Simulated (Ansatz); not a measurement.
BF$_{5}$Si, SMILES `FB(F)[Si](F)(F)F` at its PBE0-D4/def2-TZVP geometry, where that method's forces vanish. The species carries charge 0 and has multiplicity 1.

```xyz
7

F    -0.2545    2.1871   -0.0597
B     0.2688    1.0669   -0.4991
F     1.1045    1.1325   -1.5098
Si   -0.1871   -0.7200    0.3438
F    -0.8380   -1.6884   -0.7170
F     1.1094   -1.4204    0.9052
F    -1.2031   -0.5577    1.5366
```

Problem. What forces (eV/Å) does B3LYP-D4/def2-TZVPP give on these atoms in Ansatz? (An estimate is asked.)

Solution. The calculation gave: 
```
F1  -0.093  0.192  0.080
B2  -0.052 -0.194  0.094
F3   0.146  0.006 -0.176
Si4  0.048  0.204 -0.091
F5  -0.096 -0.139 -0.162
F6   0.196 -0.099  0.081
F7  -0.150  0.030  0.175
```

B3LYP here is the variant with VWN-RPA as its local correlation; programs differ in this.
